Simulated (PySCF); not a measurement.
**Correlation energy of Sr (strontium, neutral)**

[Kr] 5p2, high-spin 3P determinant (an excited configuration). Computed with PySCF 2.14 in x2c-TZVPPall with one added diffuse shell each of s, p, d, f type (9s7p7d3f1g, 95 functions), with scalar relativity by spin-free X2C-1e. Frozen: [Kr]; 2 electrons correlated.

With two correlated electrons CCSD is exact within the correlated space (frozen core and kept virtual orbitals).

| level | correlation energy (mhartree) |
| --- | --- |
| CCSD | -16.48 |

Diagnostics: T1 = 0.022, D1 = 0.0318, largest double amplitude 0.412.

A double-excitation amplitude exceeds 0.15, a sign of near-degeneracy.

Cost of the coupled-cluster step: roughly 10 core-seconds, for 2 correlated electrons.

Iterations:

```
CC2 = 0
CCSD nocc = (np.int64(2), np.int64(0)), nmo = (77, 77)
frozen orbitals [[0, 1, 2, 3, 4, 5, 6, 7, 8, 9, 10, 11, 12, 13, 14, 15, 16, 17], [0, 1, 2, 3, 4, 5, 6, 7, 8, 9, 10, 11, 12, 13, 14, 15, 16, 17]]
max_cycle = 100
direct = 0
conv_tol = 1e-08
conv_tol_normt = 1e-06
diis_space = 8
diis_start_cycle = 0
Init t2, MP2 energy = -0.00449630135955453
Init E_corr(UCCSD) = -0.00449630138789927
cycle = 1  E_corr(UCCSD) = -0.00701157544996496  dE = -0.00251527406  norm(t1,t2) = 0.0741934
cycle = 2  E_corr(UCCSD) = -0.00873172899114628  dE = -0.00172015354  norm(t1,t2) = 0.0597385
cycle = 3  E_corr(UCCSD) = -0.0151915299735171  dE = -0.00645980098  norm(t1,t2) = 0.050481
cycle = 4  E_corr(UCCSD) = -0.015649011213016  dE = -0.000457481239  norm(t1,t2) = 0.015574
cycle = 5  E_corr(UCCSD) = -0.0174067897847353  dE = -0.00175777857  norm(t1,t2) = 0.00687129
cycle = 6  E_corr(UCCSD) = -0.0161380439853374  dE = 0.0012687458  norm(t1,t2) = 0.00723223
cycle = 7  E_corr(UCCSD) = -0.016523311616535  dE = -0.000385267631  norm(t1,t2) = 0.00269307
cycle = 8  E_corr(UCCSD) = -0.0165273781590221  dE = -4.06654249e-06  norm(t1,t2) = 0.000558439
cycle = 9  E_corr(UCCSD) = -0.016550584706631  dE = -2.32065476e-05  norm(t1,t2) = 0.00117302
cycle = 10  E_corr(UCCSD) = -0.0164826001909261  dE = 6.79845157e-05  norm(t1,t2) = 0.000573669
cycle = 11  E_corr(UCCSD) = -0.0164783683360792  dE = 4.23185485e-06  norm(t1,t2) = 0.000114863
cycle = 12  E_corr(UCCSD) = -0.0164801190720134  dE = -1.75073593e-06  norm(t1,t2) = 8.07353e-05
cycle = 13  E_corr(UCCSD) = -0.0164797736285243  dE = 3.45443489e-07  norm(t1,t2) = 5.42522e-05
cycle = 14  E_corr(UCCSD) = -0.0164801124019437  dE = -3.38773419e-07  norm(t1,t2) = 1.28296e-05
cycle = 15  E_corr(UCCSD) = -0.0164800270761772  dE = 8.53257665e-08  norm(t1,t2) = 3.7465e-06
cycle = 16  E_corr(UCCSD) = -0.016480045983311  dE = -1.89071338e-08  norm(t1,t2) = 1.01644e-05
cycle = 17  E_corr(UCCSD) = -0.0164800063770925  dE = 3.96062185e-08  norm(t1,t2) = 2.47237e-06
cycle = 18  E_corr(UCCSD) = -0.0164800061453158  dE = 2.3177665e-10  norm(t1,t2) = 2.73863e-06
cycle = 19  E_corr(UCCSD) = -0.0164799872160887  dE = 1.89292271e-08  norm(t1,t2) = 3.11633e-06
cycle = 20  E_corr(UCCSD) = -0.0164800252129847  dE = -3.7996896e-08  norm(t1,t2) = 2.4277e-06
cycle = 21  E_corr(UCCSD) = -0.0164800137844307  dE = 1.1428554e-08  norm(t1,t2) = 2.43739e-06
cycle = 22  E_corr(UCCSD) = -0.016480004102173  dE = 9.68225768e-09  norm(t1,t2) = 2.55162e-06
cycle = 23  E_corr(UCCSD) = -0.0164800024925525  dE = 1.60962049e-09  norm(t1,t2) = 2.3261e-06
cycle = 24  E_corr(UCCSD) = -0.0164799656155742  dE = 3.68769783e-08  norm(t1,t2) = 2.74586e-06
cycle = 25  E_corr(UCCSD) = -0.0164799626411527  dE = 2.97442141e-09  norm(t1,t2) = 1.5786e-06
cycle = 26  E_corr(UCCSD) = -0.016479954133639  dE = 8.50751376e-09  norm(t1,t2) = 2.12285e-06
cycle = 27  E_corr(UCCSD) = -0.0164799684724086  dE = -1.43387696e-08  norm(t1,t2) = 8.86141e-07
cycle = 28  E_corr(UCCSD) = -0.0164799591377693  dE = 9.33463936e-09  norm(t1,t2) = 7.18163e-07
UCCSD converged
E(UCCSD) = -3177.193075609305  E_corr = -0.01647995913776925
```
